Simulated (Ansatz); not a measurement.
Frontier orbitals of CH6AlBSi, SMILES `[BH]1C[SiH2][AlH]1`.

```xyz
10

B     0.6361    0.0151    0.9381
C     0.0575   -1.3187    0.4521
Si   -0.6842   -0.0344   -0.7916
Al    1.0347    1.6651   -0.0732
H    -0.0554    0.6826    1.7071
H    -0.7010   -1.8110    1.0574
H     0.6914   -2.0242   -0.0789
H    -0.1980   -0.4020   -2.1492
H    -2.1644    0.0452   -0.7354
H     1.3833    3.1824   -0.3265
```

Charge 0, multiplicity 1. The geometry is a stationary point of PBE0-D4/def2-TZVP. Basis def2-TZVPP, Ansatz 0.2.0.

```csv
functional,HOMO (eV),LUMO (eV),gap (eV)
LDA (SPW92),-5.25,-2.55,2.70
PBE,-5.14,-2.34,2.80
revPBE,-5.09,-2.25,2.84
BLYP,-4.97,-2.20,2.77
r2SCAN,-5.30,-2.09,3.21
PBE0,-6.03,-1.58,4.45
HSE06 (plane-wave form),-5.65,-1.95,3.70
BHLYP,-6.78,-0.75,6.03
CAM-B3LYP,-7.16,-0.60,6.56
ωB97M-V,-7.93,0.08,8.01
```

From PBE to PBE0 the HOMO moves by −0.89 eV and the LUMO by +0.77 eV, and with ωB97M-V by −2.79 and +2.42 eV, so the gap grows from 2.80 to 8.01 eV with exact exchange. A positive LUMO is unbound and depends on the basis.
